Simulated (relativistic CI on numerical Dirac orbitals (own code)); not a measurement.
**Level scheme of S3+**

These numbers are calculated, not measured: Dirac-Coulomb-Breit CI, KLI orbitals optimised for each configuration, model QED, valence Slater integrals scaled by 0.85, configuration energies shifted to the measured levels that pair with them (semi-empirical) (own radial code, finite nucleus).

CI space (outside the closed core [Ne]): 3s2.3p, 3s.3p2, 3s2.3d, 3s2.4s, 3p3, 3s.3p.3d, 3s2.4p, 3s2.4d, 3s.3p.4s, 3s2.5s, 3s2.5p, 3s.3p.4p, 3s2.5d, 3s2.5g, 3p.3d2, 3p2.3d, 3s2.4f, 3s.3d2, 3p2.4s, 3p2.4p, 3s.3d.4s, 3s2.5f, 3s.3d.4p, 3s.4s2, 3s.3p.4d, 3s.4s.4p, 3s.3p.4f, 3s.3p.5s, 3p.3d.4s, 3s.3p.5p. Levels of other configurations are missing.

The lowest level is 3s2.3p 2P°_1/2, with 96 % of that term; Hund's rules for 3s2.3p give 2P° with J = 1/2, in agreement.

```
No.  Configuration  Term    J  E (cm⁻¹)    %  Landé g  Lifetime (s)  jj configuration (%)
  1         3s2.3p   2P°  1/2       0.0   96    0.666                          3p1/2 (96)
  2         3s2.3p   2P°  3/2     933.0   96    1.334      1.37e+02            3p3/2 (96)
  3         3s.3p2    4P  1/2   71206.4   99    2.670      8.78e-06       3s 3p1/2^2 (45)
  4         3s.3p2    4P  3/2   71540.4   99    1.735      4.71e-05   3s 3p1/2 3p3/2 (89)
  5         3s.3p2    4P  5/2   72070.2   99    1.601      1.89e-05       3s 3p3/2^2 (64)
  6         3s.3p2    2D  3/2   94318.7   83    0.800      4.60e-09   3s 3p1/2 3p3/2 (56)
  7         3s.3p2    2D  5/2   94365.4   83    1.200      4.78e-09   3s 3p1/2 3p3/2 (54)
  8         3s.3p2    2S  1/2  121557.2   97    1.999      3.50e-10       3s 3p3/2^2 (63)
  9         3s.3p2    2P  1/2  131275.5   95    0.669      1.15e-10   3s 3p1/2 3p3/2 (63)
 10         3s.3p2    2P  3/2  131884.8   95    1.334      1.14e-10       3s 3p3/2^2 (54)
 11         3s2.3d    2D  3/2  152145.0   81    0.799      9.24e-11            3d3/2 (81)
 12         3s2.3d    2D  5/2  152145.9   81    1.200      9.37e-11            3d5/2 (81)
 13         3s2.4s    2S  1/2  181451.0   96    2.002      1.43e-10               4s (96)
 14            3p3   2D°  3/2  186054.1   60    0.800      2.81e-09    3p1/2 3p3/2^2 (26)
 15            3p3   2D°  5/2  186144.1   60    1.200      2.77e-09    3p1/2 3p3/2^2 (60)
 16            3p3   4S°  3/2  195433.5   99    2.001      1.28e-10    3p1/2 3p3/2^2 (55)
 17       3s.3p.3d   4F°  3/2  204820.0  100    0.399      7.04e-07   3s 3p1/2 3d3/2 (75)
 18       3s.3p.3d   4F°  5/2  205004.9  100    1.029      5.24e-07   3s 3p3/2 3d3/2 (37)
 19       3s.3p.3d   4F°  7/2  205268.3  100    1.239      5.72e-07   3s 3p3/2 3d3/2 (39)
 20       3s.3p.3d   4F°  9/2  205615.1  100    1.334                3s 3p3/2 3d5/2 (100)
 21            3p3   2P°  1/2  210963.8   56    0.666      6.53e-10    3p1/2 3p3/2^2 (56)
 22            3p3   2P°  3/2  210963.9   58    1.334      6.16e-10          3p3/2^3 (31)
 23         3s2.4p   2P°  1/2  213499.1   76    0.666      3.75e-10            4p1/2 (76)
 24         3s2.4p   2P°  3/2  213703.2   79    1.334      3.90e-10            4p3/2 (79)
 25       3s.3p.3d   4P°  5/2  221781.5   98    1.597      1.58e-10   3s 3p1/2 3d5/2 (58)
 26       3s.3p.3d   4P°  3/2  222071.3   98    1.726      1.56e-10   3s 3p3/2 3d3/2 (36)
 27       3s.3p.3d   4P°  1/2  222269.9   99    2.653      1.57e-10   3s 3p3/2 3d3/2 (79)
 28       3s.3p.3d   4D°  1/2  224357.4   99    0.015      9.02e-11   3s 3p1/2 3d3/2 (47)
 29       3s.3p.3d   4D°  3/2  224440.7   98    1.209      9.07e-11   3s 3p3/2 3d3/2 (55)
 30       3s.3p.3d   4D°  5/2  224539.4   98    1.376      9.10e-11   3s 3p3/2 3d3/2 (47)
 31       3s.3p.3d   4D°  7/2  224620.9   99    1.429      9.07e-11   3s 3p3/2 3d5/2 (70)
 32       3s.3p.3d   2D°  5/2  233455.7   75    1.201      1.13e-10   3s 3p3/2 3d5/2 (40)
 33       3s.3p.3d   2D°  3/2  233481.8   75    0.800      1.13e-10   3s 3p3/2 3d5/2 (30)
 34       3s.3p.3d   2F°  5/2  243265.1   98    0.857      2.23e-10   3s 3p1/2 3d5/2 (44)
 35       3s.3p.3d   2F°  7/2  244027.9   98    1.143      2.22e-10   3s 3p3/2 3d5/2 (61)
 36         3s2.4d    2D  5/2  255401.6   98    1.200      1.36e-09            4d5/2 (98)
 37         3s2.4d    2D  3/2  255402.1   98    0.799      1.35e-09            4d3/2 (98)
 38       3s.3p.3d   2F°  7/2  261855.4   72    1.143      1.08e-10   3s 3p1/2 3d5/2 (31)
 39       3s.3p.3d   2F°  5/2  262034.6   72    0.857      1.09e-10   3s 3p3/2 3d3/2 (45)
 40       3s.3p.4s   4P°  1/2  263106.7   99    2.669      1.97e-10      3s 3p1/2 4s (89)
 41       3s.3p.4s   4P°  3/2  263451.7   98    1.734      1.97e-10      3s 3p1/2 4s (57)
 42       3s.3p.4s   4P°  5/2  264060.3   99    1.601      1.97e-10      3s 3p3/2 4s (99)
 43       3s.3p.3d   2P°  3/2  264172.2   75    1.334      8.94e-11   3s 3p3/2 3d5/2 (33)
 44       3s.3p.3d   2P°  1/2  264381.5   75    0.666      9.11e-11   3s 3p3/2 3d5/2 (60)
 45         3s2.5s    2S  1/2  271024.7   99    2.002      2.30e-10               5s (99)
```

Energies count from the lowest computed level; ° marks odd parity; lifetimes are radiative, by E1, M1, E2 decay to levels of this space only; some are left blank where a channel outside the calculation adds to the decay or the decay crosses a small, uncertain gap. Filled j subshells are mostly left out of the jj labels.

The mean weight of the leading LS term, summed over parents, in these 45 levels is 89 %, and that of the leading jj configuration (from the same eigenvectors) 63 %, so LS coupling describes them better.

Configurations whose levels could be paired with our table of measured levels were shifted onto them, all but the ground configuration, by the median error of their levels; single terms can still be off by 1,000 to 2,000 cm⁻¹ or more, and rates follow the energies as ν³ (E1, M1) or ν⁵ (E2). The others borrow a shift and can be off by several thousand cm⁻¹ or more. The fine structure of a lone outer electron comes out too small, for d and f at times inverted, and misplaced configurations move strength between like terms. 69 of the 69 excited levels that our extract of the measured tables holds in this range could be paired (the sources list more); they are missed by 473 cm⁻¹ on average and 2361 at most, after the shifts were fitted to these levels, and levels without a partner can miss by more.

LS names give the leading component of a level, which can be under half, so a name can repeat, a term be missing and a line seem to break the LS rules.
